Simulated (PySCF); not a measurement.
C2H7OSi, SMILES [O][SiH](C)C, multiplicity 2. Atoms are numbered in the order given.

```xyz
11

C      0.2180     0.7601    -1.5585
Si    -0.3850    -0.1087     0.0000
C      0.2180     0.7601     1.5585
O      0.3295    -1.6367     0.0000
H     -0.2269     1.7683    -1.6063
H      1.3146     0.8546    -1.5490
H     -0.0800     0.2115    -2.4651
H     -1.8772    -0.1753     0.0000
H      1.3146     0.8546     1.5490
H     -0.0800     0.2115     2.4651
H     -0.2269     1.7683     1.6063
```
Charge 0, spin multiplicity 2.

Geometry optimised at B3LYP-D3(BJ)/def2-SVP. A frequency run showed that this geometry is not a minimum. The isomer is the one that the SMILES or the coordinates give; other isomers of the formula were not compared.

Two levels are set side by side: PBE/pcH-1 (PySCF) and PBE0/pcH-1 (PySCF). Contact hyperfine couplings, same geometry. Differences are taken from unrounded values.

```
quantity                         PBE0
------------------------------  -----
A(iso) of 13C, atom C1 (MHz)     29.4
A(iso) of 29Si, atom Si2 (MHz)   48.8
A(iso) of 13C, atom C3 (MHz)     29.4
A(iso) of 17O, atom O4 (MHz)    -32.8
A(iso) of 1H, atom H5 (MHz)      13.4
A(iso) of 1H, atom H6 (MHz)      -3.6
A(iso) of 1H, atom H7 (MHz)      -4.9
A(iso) of 1H, atom H8 (MHz)      -6.3
A(iso) of 1H, atom H9 (MHz)      -3.6
A(iso) of 1H, atom H10 (MHz)     -4.9
A(iso) of 1H, atom H11 (MHz)     13.4
```

What does PBE give, and how far is it from PBE0? (The exact figures need the calculation; the answer reports its results.)


```json
[
 {"quantity": "A(iso) of 13C, atom C1 (MHz)", "PBE": "35.9", "PBE minus PBE0": "6.4"},
 {"quantity": "A(iso) of 29Si, atom Si2 (MHz)", "PBE": "42.9", "PBE minus PBE0": "-5.9"},
 {"quantity": "A(iso) of 13C, atom C3 (MHz)", "PBE": "35.9", "PBE minus PBE0": "6.4"},
 {"quantity": "A(iso) of 17O, atom O4 (MHz)", "PBE": "-19.2", "PBE minus PBE0": "13.6"},
 {"quantity": "A(iso) of 1H, atom H5 (MHz)", "PBE": "19.6", "PBE minus PBE0": "6.2"},
 {"quantity": "A(iso) of 1H, atom H6 (MHz)", "PBE": "-4.5", "PBE minus PBE0": "-0.9"},
 {"quantity": "A(iso) of 1H, atom H7 (MHz)", "PBE": "-5.0", "PBE minus PBE0": "-0.1"},
 {"quantity": "A(iso) of 1H, atom H8 (MHz)", "PBE": "-6.2", "PBE minus PBE0": "0.1"},
 {"quantity": "A(iso) of 1H, atom H9 (MHz)", "PBE": "-4.5", "PBE minus PBE0": "-0.9"},
 {"quantity": "A(iso) of 1H, atom H10 (MHz)", "PBE": "-5.0", "PBE minus PBE0": "-0.1"},
 {"quantity": "A(iso) of 1H, atom H11 (MHz)", "PBE": "19.6", "PBE minus PBE0": "6.2"}
]
```

Rough cost on one machine, each run with all the roots and properties that it gave: PBE0 against PBE within a factor of 2.
